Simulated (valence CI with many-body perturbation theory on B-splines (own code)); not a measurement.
Ir38+: what the settings do

Computed by configuration interaction combined with many-body perturbation theory (CI+MBPT): three valence electrons over a frozen Dirac-Fock core [Kr], radial functions for each j: 6 s, 6 p, 5 d, 5 f, 1 g, with the one-electron correlation potential Σ1 (screened to all orders), the two-electron term Σ2, the three-electron term Σ3, Breit, model QED; selected single and double excitations, second order for the rest, scaled by the run's own slope (own B-spline code, finite nucleus).

No measured spectrum was set against this ion. As an estimate, large intervals hold to a few tenths of a per cent, small ones and those within an open d or f shell to about a per cent. Only levels of the ground parity were solved; by the run's estimate the other parity begins above the list, which can be wrong where configurations are misplaced.

The reference run has the lowest level (4d3/2^3) J=3/2 and an ionisation energy of 1741.38 eV. Its largest variational space holds 2398 state functions.

Levels are named by their leading jj configuration (3d3/2^4 stands for four electrons in 3d with j = 3/2), which in mixed levels can hold well under half, so a name can repeat and another be missing. Letters in brackets count levels of one name in rising energy.

Changed runs:
A. natural orbitals for correlation on → off
B. orbitals per symmetry with explicit Σ2 and valence Breit (the others get mean screening factors) 5 → 1; lowest core n in screening and Σ2 2 → 4
C. orbitals per symmetry with explicit Σ2 and valence Breit (the others get mean screening factors) 5 → 7
D. start configuration 4d3 → 5d3 (bad on purpose)

Excitation energies of the reference run in cm⁻¹, and shifts in cm⁻¹:

| Level | Reference | A | B | C |
| --- | --- | --- | --- | --- |
| (4d3/2^2 4d5/2) J=5/2 [a] | 155498 | -392 | -126 | +2.8 |
| (4d3/2^2 4d5/2) J=3/2 | 175598 | -100 | +136 | +1.5 |
| (4d3/2^2 4d5/2) J=7/2 | 189213 | -116 | +157 | +0.8 |
| (4d3/2^2 4d5/2) J=9/2 | 191504 | -69 | +241 | +0.2 |
| (4d3/2^2 4d5/2) J=1/2 | 192959 | +70 | +280 | +0.6 |
| (4d3/2^2 4d5/2) J=5/2 [b] | 263850 | +571 | +848 | -2.9 |
| (4d3/2 4d5/2^2) J=7/2 [a] | 341878 | -335 | -53 | +2.0 |
| (4d3/2 4d5/2^2) J=9/2 | 357239 | -284 | +94 | +1.8 |
| (4d3/2 4d5/2^2) J=3/2 [a] | 371578 | +7.8 | +153 | +0.1 |
| (4d3/2 4d5/2^2) J=1/2 | 381266 | +170 | +224 | -0.4 |
| (4d3/2 4d5/2^2) J=5/2 [a] | 386795 | +136 | +573 | -0.2 |
| (4d3/2 4d5/2^2) J=11/2 | 389552 | +7.6 | +455 | -0.3 |
| Ionisation energy (eV) | 1741.38 | -0.11 | -0.023 | +0.00059 |

Run D: It gave no result: the start configuration must fill the lowest shells above the core. The program said: "5d is not the lowest shell of its kind above the core".
